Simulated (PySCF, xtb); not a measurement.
ZrF₃Cl, SMILES [F][Zr]([F])([F])[Cl], multiplicity 1.

GFN2-xTB (xtb) at its own geometry gives an orbital gap of 4.10 eV and a dipole moment of 1.36 D.

Coordinates come from a r2SCAN-D4/def2-SVP optimisation. The spin state was assumed, not searched. The structure was generated by enumeration; whether it is a known compound was not checked. The def2 effective core potentials stand for the cores of Zr; spin–orbit coupling is left out.

Problem. What does M06-2X/def2-TZVP (PySCF) give? (An estimate is asked for; the answer gives what the named calculation found.)

Solution. gap 10.39 eV (levels -11.42 and -1.03 eV), dipole 0.01 D.
